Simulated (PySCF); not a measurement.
Simulated outer-valence photoelectron spectrum of `[SiH3]/C=C\[SiH3]`. Level of theory: EOM-IP-CCSD/aug-cc-pVDZ in PySCF, restricted Hartree–Fock reference, 12 core orbitals frozen, non-relativistic, gas phase, PBE0-D3(BJ)/def2-SVP geometry.

Each root has a Gaussian of 0.3 eV full width with its one-hole share as area; cross sections and vibrations are left out, and the highest printed point is 100.

| ionisation energy (eV) | intensity |
| --- | --- |
| 9.7 | 0 |
| 9.8 | 2 |
| 9.9 | 10 |
| 10.0 | 31 |
| 10.1 | 49 |
| 10.2 | 43 |
| 10.3 | 23 |
| 10.4 | 19 |
| 10.5 | 36 |
| 10.6 | 50 |
| 10.7 | 38 |
| 10.8 | 16 |
| 10.9 | 4 |
| 11.0 | 0 |
| 11.1 | 0 |
| 11.2 | 0 |
| 11.3 | 0 |
| 11.4 | 0 |
| 11.5 | 0 |
| 11.6 | 0 |
| 11.7 | 2 |
| 11.8 | 11 |
| 11.9 | 32 |
| 12.0 | 52 |
| 12.1 | 60 |
| 12.2 | 76 |
| 12.3 | 100 |
| 12.4 | 88 |
| 12.5 | 53 |
| 12.6 | 52 |
| 12.7 | 86 |
| 12.8 | 95 |
| 12.9 | 58 |
| 13.0 | 19 |
| 13.1 | 3 |
| 13.2 | 0 |
| 13.3 | 0 |
| 13.4 | 0 |
| 13.5 | 0 |
| 13.6 | 0 |
| 13.7 | 0 |
| 13.8 | 0 |
| 13.9 | 0 |
| 14.0 | 0 |
| 14.1 | 0 |
| 14.2 | 0 |
| 14.3 | 0 |
| 14.4 | 0 |
| 14.5 | 0 |
| 14.6 | 0 |
| 14.7 | 0 |
| 14.8 | 0 |
| 14.9 | 0 |
| 15.0 | 1 |
| 15.1 | 5 |
| 15.2 | 20 |
| 15.3 | 42 |
| 15.4 | 48 |
| 15.5 | 29 |
| 15.6 | 10 |
| 15.7 | 2 |
| 15.8 | 0 |

Task: Where are the maxima, and how many lines lie under the curve?

Result: 5 maxima, at 10.1, 10.6, 12.3, 12.8 and 15.4 eV, from 8 lines. At this width some lines have no maximum of their own.

Task: List the lines with their holes.

Result: 
```json
{"E (eV)": "10.13", "leading hole (HF orbital)": "HOMO", "area": "0.96", "Koopmans (eV)": "10.28"}
{"E (eV)": "10.61", "leading hole (HF orbital)": "HOMO-1", "area": "0.95", "Koopmans (eV)": "11.61"}
{"E (eV)": "12.02", "leading hole (HF orbital)": "HOMO-2", "area": "0.94", "Koopmans (eV)": "12.76"}
{"E (eV)": "12.32", "leading hole (HF orbital)": "HOMO-3", "area": "0.94", "Koopmans (eV)": "13.05"}
{"E (eV)": "12.35", "leading hole (HF orbital)": "HOMO-4", "area": "0.94", "Koopmans (eV)": "13.23"}
{"E (eV)": "12.76", "leading hole (HF orbital)": "HOMO-6", "area": "0.94", "Koopmans (eV)": "14.03"}
{"E (eV)": "12.78", "leading hole (HF orbital)": "HOMO-5", "area": "0.94", "Koopmans (eV)": "13.48"}
{"E (eV)": "15.37", "leading hole (HF orbital)": "HOMO-7", "area": "0.93", "Koopmans (eV)": "17.01"}
```

The widest gap, 2.59 eV, lies between 12.78 and 15.37 eV. Only orbitals with −ε under 21 eV, eight at most, were ionised, so the high end of the curve may lack lines.
